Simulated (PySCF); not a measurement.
Run record: geometry optimisation, `BOBC#CC=C`.

Method: PBE0-D3(BJ)/def2-SVP geometry optimisation, gas phase (PySCF 2.14.0). Start geometry: GFN2-xTB. The command runs a driver script over a list of jobs; the input below is this job's line of settings and its coordinates in Å.

Command:
```bash
OMP_NUM_THREADS=1 python probes_run.py task.json out
```

Input:
```
{"job": {"xc": "PBE0", "basis": "def2-SVP", "d3": "d3bj", "grid": 1, "shake": 0.01, "kind": "geom"}, "charge": 0, "multiplicity": 1}
B      3.091640     1.581210     0.231610
O      2.246610     0.702570     0.663790
B      1.410510    -0.208660     1.093680
C      0.176660    -0.535250     0.353480
C     -0.892840    -0.831720    -0.216470
C     -2.085280    -1.179500    -0.869840
C     -3.164010    -0.429980    -0.887340
H      3.953740     1.298840    -0.516550
H      2.947380     2.733530     0.597890
H      1.682740    -0.795630     2.107740
H     -2.063950    -2.148340    -1.359530
H     -4.060640    -0.740460    -1.394190
H     -3.236730     0.536490    -0.398340
```

Output:
```
step   0  E = -280.39638591  max force = 0.063837
step   1  E = -280.40154234  max force = 0.010301
step   2  E = -280.40250035  max force = 0.007813
step   3  E = -280.40357971  max force = 0.006449
step   4  E = -280.40363829  max force = 0.004359
step   5  E = -280.40385244  max force = 0.000663
step   6  E = -280.40386884  max force = 0.000483
step   7  E = -280.40388719  max force = 0.000320
step   8  E = -280.40389935  max force = 0.000513
step   9  E = -280.40390698  max force = 0.000358
optimisation converged
```

Energies in Eh; «max force» is the largest Cartesian gradient component in Eh/bohr.

Problem. How much energy does the optimisation release, in kcal/mol?

Solution. E(step 0) − E(last step) = 0.007521 Eh, which is 4.7 kcal/mol.

In short: final energy -280.40391 Eh after 9 steps; dipole 1.52 D.

Problem. Where do the atoms end?

Solution. 0.072 Å rms from the input after alignment:
```
atom  x, y, z in Å
B1     3.1403    1.5388    0.3604
O2     2.2782    0.6048    0.7585
B3     1.4021   -0.3318    1.1461
C4     0.1233   -0.5755    0.3526
C5    -0.9216   -0.8105   -0.2393
C6    -2.1250   -1.1093   -0.9303
C7    -3.1731   -0.2781   -1.0286
H8     4.0231    1.2225   -0.4048
H9     3.0126    2.6663    0.7814
H10    1.6541   -0.9744    2.1392
H11   -2.1743   -2.1030   -1.3926
H12   -4.0755   -0.5836   -1.5625
H13   -3.1593    0.7163   -0.5759
```

Problem. Estimate the wall time. Hardware: Arm Neoverse V1, one thread, shared host with 64 logical CPUs at a one-minute load of 33. And the peak memory of the process?

Solution. About 60 s, with 0.51 GiB resident at the peak, the Python interpreter and its libraries included.
Labels such as C1 count atoms from 1, the log's own numbers from 0.
